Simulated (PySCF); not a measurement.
Predicted microwave data (PySCF 2.14.0, PBE0-D3(BJ)/def2-SVP geometry optimisation, gas phase) for one isomer of C8H12O:

```
Rotational constants : A = 6370, B = 598.5, C = 566.6 MHz
Dipole components    : |μa| = 0.91 D, |μb| = 1.30 D, |μc| = 0.29 D
Inertial defect      : -31.77 u·Å²
κ                    : -0.99
```

Task: Which candidate fits, each taken in the one conformer that was computed?
A. `[CH3:1][CH:2]([CH3:3])[C:4]1=[CH:5][C:6](=[O:7])[CH2:8][CH2:9]1` with C1–C2–C4–C5 -12°
B. `[CH2:1]=[CH:2][CH2:3][CH2:4][O:5][C:6]1=[CH:7][CH2:8][CH2:9]1` with C1–C2–C3–C4 119°, C2–C3–C4–O5 177°, C3–C4–O5–C6 177°, C4–O5–C6–C7 173°
C. 3-tert-butylfuran (`CC(C)(C)c1ccoc1`)

Result: B. It is C=CCCOC1=CCC1, a near-prolate asymmetric top, point group C1. The candidates at the same level (rigid rotor, commonest isotopes):

| SMILES | A (MHz) | B (MHz) | C (MHz) | μa (D) | μb (D) | μc (D) | Δ (u·Å²) | point group | rotor |
| --- | --- | --- | --- | --- | --- | --- | --- | --- | --- |
| C=CCCOC1=CCC1 | 6370 | 598.5 | 566.6 | 0.91 | 1.30 | 0.29 | -31.77 | C1 | near-prolate asymmetric top |
| CC(C)C1=CC(=O)CC1 | 3220 | 1020 | 845.3 | 3.68 | 2.06 | 0.65 | -54.55 | C1 | asymmetric top |
| CC(C)(C)c1ccoc1 | 3092 | 1182 | 1052 | 0.70 | 0.39 | 0.00 | -110.65 | Cs | asymmetric top |

`CC(C)(C)c1ccoc1` has B 98 % too high; `CC(C)C1=CC(=O)CC1` has B 70 % too high. No structure here is proved a minimum.
